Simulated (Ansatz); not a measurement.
Z-matrix (Å, degrees):
```
Si
Cl 1 2.056
C 1 1.843 2 110.5
O 1 1.650 2 109.7 3 -115.6
H 1 1.480 2 106.0 3 125.2
Si 3 1.870 1 115.1 2 -64.7
H 3 1.095 1 109.7 2 58.6
H 3 1.097 1 107.6 2 174.9
H 4 0.959 1 118.6 2 -60.7
O 6 1.629 3 111.0 1 -39.5
Cl 6 2.057 3 108.1 1 -159.3
H 6 1.476 3 112.0 1 84.5
H 10 0.965 6 115.5 3 4.2
```

Charge 0, multiplicity 1.

(1) List the B3LYP/def2-TZVPP orbital energies in eV (Ansatz). (Estimate.)

Answers

(1) Ansatz gave: Occupied: -2762.65, -2762.16, -1800.74, -1800.25, -521.59, -520.56, -276.90, -257.42, -256.93, -196.42, -196.31, -196.30, -195.93, -195.81, -195.81, -145.10, -144.61, -100.47, -100.42, -100.37, -99.98, -99.93, -99.89, -28.50, -27.54, -22.85, -22.36, -19.82, -16.11, -15.23, -13.79, -12.84, -12.13, -11.70, -11.39, -10.97, -10.60, -10.23, -9.95, -9.38, -9.28, -9.18, -8.91, -8.76, -8.26. Lowest empty: -0.34, 0.49, 0.70, 0.80, 1.01, 1.45, 1.72, 2.13.

B3LYP here is the variant with VWN-RPA as its local correlation; programs differ in this.
